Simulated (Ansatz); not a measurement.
```yaml
crystal:
  periodic: [false, false, false]
  atoms:
    - {symbol: N, position_ang: [-0.719528, -0.178817, 1.418732]}
    - {symbol: Si, position_ang: [0.257978, -0.001756, 0.056311]}
    - {symbol: N, position_ang: [0.193573, 1.303955, -1.008848]}
    - {symbol: C, position_ang: [0.321604, -0.141871, -1.566961]}
    - {symbol: Cl, position_ang: [-0.439383, -0.653098, -2.998503]}
    - {symbol: H, position_ang: [-1.770036, 0.096693, 1.434782]}
    - {symbol: H, position_ang: [0.101766, -0.307226, 2.245033]}
    - {symbol: H, position_ang: [1.876416, -0.366500, 0.423109]}
basis:
  gaussian: {orbitals: x2c-TZVPPall}
total_charge: 1
magnetization: {spin_polarized: true, initial_magnetization: 1}
hamiltonian: {xc: {name: HF}}
correlation: {active_space: {window: {electrons: 2, orbitals: 1}}}
output: {forces: true}
```

```sh
$ ansatz run in.yaml --threads 2 --pin off --events-out ev --progress --plain --max-ram 4352MiB
```

**Question.** How does Ansatz answer? (An estimate is asked.)

**Answer.** Ansatz gave: The input was rejected before any iteration.
```
Error: invalid value for `correlation.active_space`: it starts from restricted Hartree–Fock orbitals; set hamiltonian.xc: hf without magnetization.spin_polarized
```
